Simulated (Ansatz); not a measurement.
Coupled-cluster run, C8H16O, SMILES `CCCCC(C=O)CC`.

```yaml
crystal:
  periodic: [false, false, false]
  atoms:
    - {symbol: C, position_ang: [-2.228396, 2.132135, -1.159155]}
    - {symbol: C, position_ang: [-0.719074, 2.222191, -1.317879]}
    - {symbol: C, position_ang: [0.063278, 1.587068, -0.176291]}
    - {symbol: C, position_ang: [-0.133812, 0.084235, -0.043596]}
    - {symbol: C, position_ang: [0.730213, -0.525897, 1.052010]}
    - {symbol: C, position_ang: [2.191524, -0.446869, 0.690447]}
    - {symbol: O, position_ang: [3.083787, -0.307347, 1.481130]}
    - {symbol: C, position_ang: [0.368744, -1.985904, 1.373262]}
    - {symbol: C, position_ang: [0.517493, -2.962467, 0.216476]}
    - {symbol: H, position_ang: [-2.550593, 2.582359, -0.215499]}
    - {symbol: H, position_ang: [-2.741759, 2.656478, -1.968153]}
    - {symbol: H, position_ang: [-2.579118, 1.097543, -1.168352]}
    - {symbol: H, position_ang: [-0.420637, 1.752978, -2.262817]}
    - {symbol: H, position_ang: [-0.429223, 3.274676, -1.398822]}
    - {symbol: H, position_ang: [1.130221, 1.799130, -0.316716]}
    - {symbol: H, position_ang: [-0.214036, 2.069453, 0.769327]}
    - {symbol: H, position_ang: [0.095013, -0.394507, -1.004003]}
    - {symbol: H, position_ang: [-1.182850, -0.144761, 0.168032]}
    - {symbol: H, position_ang: [0.612653, 0.048998, 1.977067]}
    - {symbol: H, position_ang: [2.418418, -0.552756, -0.396004]}
    - {symbol: H, position_ang: [0.991023, -2.312515, 2.211627]}
    - {symbol: H, position_ang: [-0.666096, -1.998235, 1.731066]}
    - {symbol: H, position_ang: [-0.117447, -2.691842, -0.629975]}
    - {symbol: H, position_ang: [1.548432, -3.015352, -0.142902]}
    - {symbol: H, position_ang: [0.232224, -3.968792, 0.529721]}
basis:
  gaussian: {orbitals: def2-TZVPP}
correlation: {method: ccsd_t}
```

```sh
$ ansatz run in.yaml --threads 4 --pin off --events-out ev --progress --plain --max-ram 66560MiB --backend cuda --devices 0, --max-vram 37GiB
```

Output of Ansatz, abridged:

```
Functional definition: HF
2943 factors; integrals over basis functions are off by at most 1.1e-3 eV
mean field evaluation 1: about -10529.8421 eV, gradient 5.5e1 eV
mean field evaluation 2: about -10530.2518 eV, gradient 5.5e1 eV
mean field evaluation 4: about -10537.8971 eV, gradient 7.8e0 eV
mean field evaluation 8: about -10538.0647 eV, gradient 5.0e-1 eV
mean field evaluation 16: about -10538.0664 eV, gradient 1.8e-6 eV
mean field -10538.06643223 eV, -387.2667984264 hartree, gradient 1.8e-6 eV, S^2 0.000000; 0 other end points of the search recorded, 0 dependent functions left out
9 core orbitals not correlated: weight in the atoms' cores, before any rotation towards them, 1.000 or more for the frozen orbitals, at most 0.000 for the correlated occupied ones
reference -10538.06643223 eV, -387.2667984264 hartree; 27, 27 occupied and 467, 467 virtual orbitals, 2943 factors
second order -43.93065308 eV of doubles, -0.00000000 eV of singles
cycle   1  -44.83620449 eV  change   -9.1e-1 eV  update   1.4e-1
cycle   2  -45.87784048 eV  change    -1.0e0 eV  update   4.1e-2
cycle   3  -46.11980385 eV  change   -2.4e-1 eV  update   2.1e-2
cycle   4  -46.11115193 eV  change    8.7e-3 eV  update   5.0e-3
cycle   5  -46.11052171 eV  change    6.3e-4 eV  update   2.3e-3
cycle   6  -46.11133970 eV  change   -8.2e-4 eV  update   7.1e-4
cycle   7  -46.11107011 eV  change    2.7e-4 eV  update   2.8e-4
cycle   8  -46.11099743 eV  change    7.3e-5 eV  update   9.2e-5
cycle   9  -46.11101793 eV  change   -2.0e-5 eV  update   3.4e-5
perturbative correction -1.89814112 eV, -0.0697553997 hartree
Total energy: -10586.07559128 eV, -389.0311024799 hartree
```

Hardware: 4 threads of an AMD EPYC 7R13 on a shared host and a share of an NVIDIA H100 80 GB. Wall time 51 s, peak host memory 2.6 GiB.

MP2 recovers 91.5 % of the CCSD(T) correlation energy and the triples give 4.0 %; T1 = 0.0111.
